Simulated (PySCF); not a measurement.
How methods differ on the excitation energy of Al²⁺

Al²⁺ [Ne] 3s1 (2S) → Al²⁺ [Ne] 3d1 (2D), as a difference of total energies. Computed with PySCF 2.14 in aug-cc-pV(T+d)Z, with the non-relativistic Hamiltonian (point nucleus). The calculations carry no spin-orbit coupling.

| method | excitation energy (eV) |
| --- | --- |
| UHF | 14.145 |
| LDA | 14.037 |
| PBE | 13.711 |
| PBE0 | 13.842 |
| r2SCAN | 13.781 |
| wB97M-V | 14.049 |
| revPBE | 13.527 |
| TPSS | 13.561 |

The promoted electron is Rydberg-like, and one or two diffuse shells describe it only roughly, which tends to raise the upper state.
